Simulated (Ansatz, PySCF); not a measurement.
HF₂GaO, singlet, geometry from GFN2-xTB (such geometries of metal compounds can be far from the true shape), with bond 3-1 at 1.8 times its length. Base run: CASSCF(6,5)/6-31G in PySCF.

The PySCF input:
```python
from pyscf import gto, scf, mcscf
import numpy

mol = gto.Mole()
mol.atom = '''
    Ga    0.016607    0.022287   -0.002115
    F    -1.416887   -0.943450   -0.221159
    F     0.020872    2.887597   -1.201508
    O     1.354942   -0.647724    0.861279
    H     1.226835   -1.545170    1.181766
'''
mol.basis = '6-31g'
mol.charge = 0
mol.spin = 0
mol.verbose = 4
mol.build()

mf = scf.RHF(mol)
mf.kernel()
mc = mcscf.CASSCF(mf, 5, 6)
mc.fix_spin_(ss=0.0)
mc.kernel()
occ = numpy.linalg.eigvalsh(mc.fcisolver.make_rdm1(mc.ci, mc.ncas, mc.nelecas))[::-1]
ss = mc.fcisolver.spin_square(mc.ci, mc.ncas, mc.nelecas)[0]
print('natural occupations', occ.round(4), ' <S^2>', round(ss, 4))
```

Programs used: Ansatz (a first-principles code), PySCF; a row that names a program was run with it.

Variants of this job, named by their change:

```csv
change,ΔE vs base (mEh),natural occupations,<S^2> of the state
base,0.000,2.00 1.99 1.54 0.46 0.01,0.00
"active space = 8 electrons, 9 orbitals",-57.256,1.99 1.99 1.99 1.57 0.42 0.01 0.01 0.01 0.00,0.00
conv_tol = 1e-5,0.407,2.00 1.99 1.54 0.46 0.01,0.00
correction = SC-NEVPT2,-551.7,2.00 1.99 1.54 0.46 0.01,0.00
start = MP2 natural orbitals,-2.884,2.00 1.98 1.47 0.53 0.02,0.00
orbitals = fixed (CASCI); correction = SC-NEVPT2,-558.4,2.00 2.00 1.69 0.31 0.00,0.00
state_average = 2 states,2.815,-,-
"active space = 2 electrons, 2 orbitals",14.047,1.47 0.53,0.00
"code = ansatz; correction = SC-NEVPT2, all electrons",-576.1,-,-
solver = newton,0.397,2.00 1.99 1.53 0.47 0.01,0.00
"active space = 10 electrons, 9 orbitals",-49.910,2.00 1.99 1.98 1.98 1.54 0.46 0.02 0.02 0.01,0.00
```

Active orbitals are taken around the Fermi level unless the row says otherwise; CASSCF can end in different local minima, and two programs can end on different orbitals. State-averaged rows give the lowest state.

Ansatz warned in this series: other orbitals give a lower active-space energy.
